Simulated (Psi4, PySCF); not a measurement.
Approach curve of the dimer N2 ··· HF (SMILES N#N and F). Monomers: optimised at B3LYP-D3(BJ) (def2-TZVP), held rigid. Orientation: a higher rigid-body minimum at GFN2-xTB. The monomers approach along the line of their centres of mass (distance R); nothing else relaxes.

Geometry at R = 3.16 Å (first 2 atoms: monomer A):
```
4

N      0.5455     0.0000     0.0000
N     -0.5455     0.0000     0.0000
F     -1.8534    -2.2658     1.2982
H     -1.8290    -1.4139     0.9400
```

- RHF/STO-3G = restricted Hartree-Fock/STO-3G, no counterpoise correction (PySCF)
- CCSD(T)/aug-cc-pVDZ = DF-CCSD(T)/aug-cc-pVDZ, frozen core, counterpoise-corrected (Psi4 1.11)

Interaction energies in kcal/mol:

| R / Å | RHF/STO-3G |
|---|---|
| 2.54 | 16.78 |
| 2.78 | 5.46 |
| 2.99 | 1.54 |
| 3.16 | 0.23 |
| 3.34 | -0.31 |
| 3.55 | -0.45 |
| 3.84 | -0.39 |
| 4.15 | -0.27 |
| 4.66 | -0.16 |
| 5.35 | -0.08 |
| 6.33 | -0.04 |
| 7.64 | -0.02 |

Predict the corresponding CCSD(T)/aug-cc-pVDZ column.

2.54: 11.16; 2.78: 3.17; 2.99: 0.45; 3.16: -0.44; 3.34: -0.78; 3.55: -0.82; 3.84: -0.66; 4.15: -0.47; 4.66: -0.26; 5.35: -0.12; 6.33: -0.05; 7.64: -0.02 (kcal/mol).
